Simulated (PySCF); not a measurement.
C₅H₁₀N₂.
Geometry (PBE0-D3(BJ)/def2-SVP, Å), atoms numbered from 1 in this order:
```
atom  x, y, z in Å
C1     3.1954   -0.1974   -0.2206
N2     2.0471   -0.2899   -0.7562
N3     1.0766    0.5499   -0.3559
C4     0.0391    0.0603    0.2126
C5    -0.0965   -1.3948    0.5450
C6    -1.0803    1.0015    0.5510
C7    -2.3146    0.7976   -0.3233
H8     3.9950   -0.8438   -0.5975
H9     3.4182    0.5070    0.5977
H10    0.4419   -1.6274    1.4791
H11   -1.1458   -1.6883    0.6829
H12    0.3664   -2.0026   -0.2480
H13   -0.6989    2.0265    0.4371
H14   -1.3521    0.8666    1.6130
H15   -2.0726    0.9657   -1.3836
H16   -2.7237   -0.2207   -0.2306
H17   -3.1136    1.4999   -0.0422
```

Theory: PBE0-D3(BJ)/def2-SVP geometry optimisation, gas phase in PySCF 2.14.0.

Masses are those of the commonest isotopes; rigid-rotor values at the optimised geometry. The values belong to one conformer with, in the numbering `[CH2:1]=[N:2]/[N:3]=[C:4](\[CH3:5])[CH2:6][CH3:7]`, C1–N2–N3–C4 -116°, N3–C4–C6–C7 109°.

Question: Give the principal moments of inertia and the rotational constants in GHz.

Answer: Ia = 80.63, Ib = 349.26, Ic = 389.04 u·Å²; 505379 MHz·u·Å²/I gives 6268, 1447 and 1299 MHz, that is A = 6.2682, B = 1.4470, C = 1.2990 GHz.

Question: Classify the top.

Answer: A near-prolate asymmetric top: κ = (2 × 1447 − 6268 − 1299)/(6268 − 1299) = -0.94.

Question: Is it planar, by Δ = Ic − Ia − Ib?

Answer: Not planar: Δ = Ic − Ia − Ib = -40.84 u·Å². For a rigid frame Δ = −2 Σ m c², so Σ m c² = 20.42 u·Å² lies off the ab plane: 8.67 from hydrogen and 11.75 from heavier atoms. The atom farthest from that plane is 1.53 Å away.

Question: Give the other two planar moments, Paa and Pbb, and the rms extents of the mass along the axes.

Answer: Paa = Σ m a² = (Ib + Ic − Ia)/2 = 328.84 and Pbb = Σ m b² = (Ia + Ic − Ib)/2 = 60.20 u·Å². With the mass M = 98.08 u, the rms extents √(P/M) along a, b and c are 1.83, 0.78, 0.46 Å.

Question: List the rotational levels J(Ka,Kc) to J = 2 (K).

Answer: Above 0(0,0), as E/k:
J = 1: 1(0,1) 0.132, 1(1,1) 0.363, 1(1,0) 0.370
J = 2: 2(0,2) 0.395, 2(1,2) 0.620, 2(1,1) 0.641, 2(2,1) 1.335, 2(2,0) 1.335

Question: Which types of transition are allowed, and where do some lines up to J = 3 fall?

Answer: The dipole components are |μa| = 0.55 D, |μb| = 1.32 D, |μc| = 1.31 D. The squared components, which scale the intensities, stand as 0.17 : 1.00 : 0.98 (a : b : c). Some lines, for components of 0.1 D or more:

```
type  branch         J(Ka,Kc)    MHz  lower level (cm⁻¹)
   a       Q  2(1,1) ← 2(1,2)    444               0.431
   a       R  1(0,1) ← 0(0,0)   2746               0.000
   b       Q  1(1,0) ← 1(0,1)   4969               0.092
   a       R  3(1,3) ← 2(1,2)   8014               0.431
   a       R  3(1,2) ← 2(1,1)   8458               0.445
   c       R  2(1,1) ← 1(0,1)  10609               0.092
   c       Q  3(2,2) ← 3(1,2)  14244               0.728
   c       R  3(2,1) ← 2(1,1)  22719               0.445
   b       R  3(2,1) ← 2(1,2)  23162               0.431
   b       Q  3(3,1) ← 3(2,2)  24478               1.203
   c       R  3(3,0) ← 2(2,0)  32713               0.928
   b       R  3(3,0) ← 2(2,1)  32716               0.928
```

Question: Estimate the classical rotational partition function at 10 K, 50 K and 100 K.

Answer: Point group C1, symmetry number σ = 1; q = (√π/σ)·√((kT/h)³/(ABC)), k/h = 20836.6 MHz/K: 1550 at 10 K, 17400 at 50 K, 49100 at 100 K.

Whether it is a minimum is left open (no frequencies). No vibrational averaging or centrifugal distortion is included, and the geometry carries the error of its method. A rigid rotor knows nothing of internal rotation, which can split or shift real lines. Quadrupole hyperfine structure (14N) is left out.
